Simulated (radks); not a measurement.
Question: Species: neutral tungsten. Configuration: [Xe] 4f14 5d4 6s1.5 6p0.5 (fractional occupations, a model configuration). Method: scalar-relativistic Kohn-Sham, LDA (Slater exchange, VWN5 correlation), spin-unpolarised, spherical densities, point nucleus; computed with a radial shooting solver on a logarithmic mesh with Libxc functionals. Some entries of the table are withheld. Estimate them.

| orbital | occ. | eigenvalue (eV) | <r^2> (bohr^2) | r(max) (bohr) |
|---|---|---|---|---|
| 1s | 2 | -69440.55 | 0.0004634 | 0.01146 |
| 2s | 2 | -11987.15 | 0.007126 | 0.06571 |
| 2p | 6 | -10487.05 | 0.005895 | 0.05389 |
| 3s | 2 | -2760.851 | 0.04629 | 0.1854 |
| 3p | 6 | -2316.708 | (1) | 0.1835 |
| 3d | 10 | -1805.077 | 0.03900 | 0.1493 |
| 4s | 2 | -569.5385 | 0.2284 | 0.4207 |
| 4p | 6 | -423.7934 | 0.2603 | (2) |
| 4d | 10 | -239.0853 | 0.3034 | 0.4522 |
| 5s | 2 | -80.1294 | 1.278 | 0.9613 |
| 5p | 6 | -44.2167 | 1.771 | 1.090 |
| 4f | 14 | -34.2925 | 0.4644 | 0.4279 |
| 6s | 1.5 | -6.4619 | (3) | 2.622 |
| 5d | 4 | -5.4188 | 5.083 | 1.495 |
| 6p | 0.5 | -1.8911 | 25.13 | 3.676 |

Answer: 
(1) 3p <r^2> (bohr^2): 0.04704
(2) 4p r(max) (bohr): 0.4413
(3) 6s <r^2> (bohr^2): 11.13
